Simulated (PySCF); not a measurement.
**Stretching BeSi**

Set-up: Be pcseg-1, Si pcseg-1; no relativity (PySCF 2.14). Energies in eV from Be + Si in their ground configurations at the same level. State: ³Σ⁻ (triplet), unpaired electrons π ↑↑.

All columns are PBE0. A positive dipole means Be(−)Si(+).

```json
{"R (Å)": "1.835", "E (eV)": "-0.964", "μ (D)": "-2.35", "Mulliken charge on Be (basis-dependent)": "0.15", "HOMO (eV)": "-6.12", "LUMO (eV)": "-3.27", "Mayer bond order": "1.94", "⟨S²⟩": "2.07"}
{"R (Å)": "1.921", "E (eV)": "-1.262", "μ (D)": "-2.39", "Mulliken charge on Be (basis-dependent)": "0.15", "HOMO (eV)": "-5.97", "LUMO (eV)": "-3.33", "Mayer bond order": "1.90", "⟨S²⟩": "2.06"}
{"R (Å)": "2.006", "E (eV)": "-1.420", "μ (D)": "-2.42", "Mulliken charge on Be (basis-dependent)": "0.14", "HOMO (eV)": "-5.85", "LUMO (eV)": "-3.38", "Mayer bond order": "1.85", "⟨S²⟩": "2.04"}
{"R (Å)": "2.070", "E (eV)": "-1.473", "μ (D)": "-2.28", "Mulliken charge on Be (basis-dependent)": "0.16", "HOMO (eV)": "-5.81", "LUMO (eV)": "-3.22", "Mayer bond order": "1.76", "⟨S²⟩": "2.07"}
{"R (Å)": "2.134", "E (eV)": "-1.488", "μ (D)": "-2.21", "Mulliken charge on Be (basis-dependent)": "0.16", "HOMO (eV)": "-5.76", "LUMO (eV)": "-3.26", "Mayer bond order": "1.67", "⟨S²⟩": "2.11"}
{"R (Å)": "2.198", "E (eV)": "-1.472", "μ (D)": "-2.20", "Mulliken charge on Be (basis-dependent)": "0.16", "HOMO (eV)": "-5.70", "LUMO (eV)": "-3.28", "Mayer bond order": "1.59", "⟨S²⟩": "2.13"}
{"R (Å)": "2.283", "E (eV)": "-1.414", "μ (D)": "-2.20", "Mulliken charge on Be (basis-dependent)": "0.16", "HOMO (eV)": "-5.63", "LUMO (eV)": "-3.29", "Mayer bond order": "1.48", "⟨S²⟩": "2.15"}
{"R (Å)": "2.390", "E (eV)": "-1.303", "μ (D)": "-2.24", "Mulliken charge on Be (basis-dependent)": "0.16", "HOMO (eV)": "-5.56", "LUMO (eV)": "-3.29", "Mayer bond order": "1.34", "⟨S²⟩": "2.16"}
{"R (Å)": "2.518", "E (eV)": "-1.142", "μ (D)": "-2.29", "Mulliken charge on Be (basis-dependent)": "0.15", "HOMO (eV)": "-5.48", "LUMO (eV)": "-3.27", "Mayer bond order": "1.18", "⟨S²⟩": "2.16"}
{"R (Å)": "2.689", "E (eV)": "-0.919", "μ (D)": "-2.33", "Mulliken charge on Be (basis-dependent)": "0.14", "HOMO (eV)": "-5.41", "LUMO (eV)": "-3.31", "Mayer bond order": "0.98", "⟨S²⟩": "2.14"}
```

A fit through these points gives, at Re = 2.130 Å, μ = -2.21 D and dμ/dR = 0.626 D/Å; the reduced mass is 6.816 u.

Task: How strong is the fundamental in the double-harmonic approximation, I = 42.26·(dμ/dR)²/μred km/mol?

Result: I = 42.26·(0.626)²/6.816 = 2.43 km/mol at PBE0.

The state is the lowest determinant that a PBE0 search found; another state may lie lower at other levels.
